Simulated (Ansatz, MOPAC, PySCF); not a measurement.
Complex: HF (SMILES F) (first 2 atoms) with SiH4 (SMILES [SiH4]); geometry from B3LYP-D3(BJ)/def2-TZVP, rigid monomers moved along the line of their centres of mass till H2···H4 is 3.12 Å.
(charge 0, multiplicity 1):
```xyz
7

F     -0.2022    -0.4294    -0.4678
H     -0.1008    -0.7705     0.3912
Si     0.0244     0.3655     4.4474
H      0.1101    -0.7867     3.5067
H      1.1121     1.3137     4.1327
H      0.1780    -0.1667     5.8175
H     -1.2940     1.0108     4.2847
```

Counterpoise-corrected where a basis set is named; no monomer relaxation. Rows marked so take none.

Frozen-core correlation. CBS: X⁻³ extrapolation of the correlation energy, Hartree–Fock from the larger set. Rows in 3-21G, 6-311+G**, 6-31G* carry no dispersion term and start afresh at each structure (6-31G* with six Cartesian d functions). The state that AM1, PM7 reach isn't checked; PM7 holds dispersion and hydrogen-bond terms.

Programs: Ansatz (a first-principles code); MOPAC for AM1, PM7 (differences of heats of formation); PySCF for 3-21G rows, 6-311+G** rows, 6-31G* rows, the dispersion terms. Values without a source in brackets are computed.

Other levels give for the interaction energy: PBE/def2-TZVPPD -15.3; B3LYP/def2-TZVPPD -8.6; B3LYP-D3(BJ)/def2-TZVPPD -17.5; wB97M-V/def2-TZVPPD -16.1; CCSD(T)/CBS(aug-cc-pV(D+d)Z, aug-cc-pV(T+d)Z) -16.0 meV.

Common cheap choices:

| level | interaction energy (meV) | less -16.0 (CCSD(T)/CBS(aug-cc-pV(D+d)Z, aug-cc-pV(T+d)Z)) |
|---|---|---|
| AM1 | -5.7 | 10.3 |
| PM7 | -6.0 | 10.0 |
| HF/3-21G (no counterpoise) | -15.3 | 0.7 |
| HF/6-31G* | -11.1 | 4.9 |
| HF/6-31G* (no counterpoise) | -14.4 | 1.6 |
| B3LYP/3-21G (no counterpoise) | -13.0 | 3.0 |
| B3LYP/6-311+G** (no counterpoise) | -10.5 | 5.5 |
| M06-2X/6-31G* (no counterpoise) | -18.8 | -2.8 |
